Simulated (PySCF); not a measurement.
C₂H₅BS₂.
Bonds: B1–S2, S2–C3, C3–C4, C4–S5, B1–S5. Hydrogens: H6 on B1; H7, H8 on C3; H9, H10 on C4.

Method: PBE0-D3(BJ)/def2-SVP geometry optimisation, gas phase (PySCF 2.14.0); density fitting, grid level 1; the optimiser is geomeTRIC in internal coordinates, started from a GFN2-xTB structure with every atom displaced at random (about 0.01 Å).

Geometry at step 1:
```
atom  x, y, z in Å
B1      1.7056    0.4152   -0.0065
S2      0.8671   -0.7825   -1.0291
C3     -0.7302   -0.6413   -0.1505
C4     -0.9059    0.7483    0.4164
S5      0.6835    1.3319    1.1266
H6      2.9058    0.5615   -0.0667
H7     -0.7460   -1.3997    0.6470
H8     -1.5385   -0.8804   -0.8743
H9     -1.1995    1.4661   -0.3711
H10    -1.6680    0.7603    1.2072
```

Q: What forces act on the atoms?

A: 
```json
{"atom": "B1", "Fx (eV/Å)": "0.402", "Fy (eV/Å)": "-0.089", "Fz (eV/Å)": "-0.025"}
{"atom": "S2", "Fx (eV/Å)": "0.002", "Fy (eV/Å)": "0.022", "Fz (eV/Å)": "-0.015"}
{"atom": "C3", "Fx (eV/Å)": "-0.418", "Fy (eV/Å)": "-0.159", "Fz (eV/Å)": "-0.312"}
{"atom": "C4", "Fx (eV/Å)": "0.082", "Fy (eV/Å)": "0.126", "Fz (eV/Å)": "-0.126"}
{"atom": "S5", "Fx (eV/Å)": "-0.091", "Fy (eV/Å)": "0.082", "Fz (eV/Å)": "0.048"}
{"atom": "H6", "Fx (eV/Å)": "-0.223", "Fy (eV/Å)": "0.035", "Fz (eV/Å)": "0.014"}
{"atom": "H7", "Fx (eV/Å)": "0.031", "Fy (eV/Å)": "-0.025", "Fz (eV/Å)": "0.004"}
{"atom": "H8", "Fx (eV/Å)": "0.225", "Fy (eV/Å)": "0.048", "Fz (eV/Å)": "0.263"}
{"atom": "H9", "Fx (eV/Å)": "0.028", "Fy (eV/Å)": "-0.077", "Fz (eV/Å)": "0.119"}
{"atom": "H10", "Fx (eV/Å)": "-0.037", "Fy (eV/Å)": "0.036", "Fz (eV/Å)": "0.031"}
```

The largest, 0.55 eV/Å, acts on C3; the rms over all components is 0.155 eV/Å. The forces sum to zero within rounding, as they must for an isolated molecule in no field.

Q: Give the force on C3 in Eh/bohr and in nN.

A: 0.545 eV/Å ÷ 51.422 = 0.01060 Eh/bohr, and 0.545 eV/Å × 1.602 = 0.87 nN.

Q: How far is this geometry from the end of the optimisation?

A: 0.007 eV above it, and 0.009 Å rms away after alignment. The bonds farthest from their final lengths, with half the difference of the two atoms' forces along the bond (positive lengthens):

| bond | now (Å) | final (Å) | force along bond (eV/Å) |
| --- | --- | --- | --- |
| C3–H8 | 1.111 | 1.099 | -0.44 |
| B1–H6 | 1.211 | 1.201 | -0.30 |
| B1–S5 | 1.780 | 1.786 | +0.21 |
| S2–C3 | 1.828 | 1.833 | +0.11 |
| C4–H9 | 1.105 | 1.101 | -0.15 |
| C3–C4 | 1.511 | 1.514 | +0.14 |

The angle farthest from its final value is S2–B1–H6, 121.2° against 122.2°.

Of the 2 listed bonds off by 0.010 Å or more, this force points towards the final length in 2.

The cost below is that of the whole optimisation. Time: 18 s of wall time; peak memory 0.43 GiB. Hardware: one thread, Arm Neoverse V2 (aarch64), on a shared host.
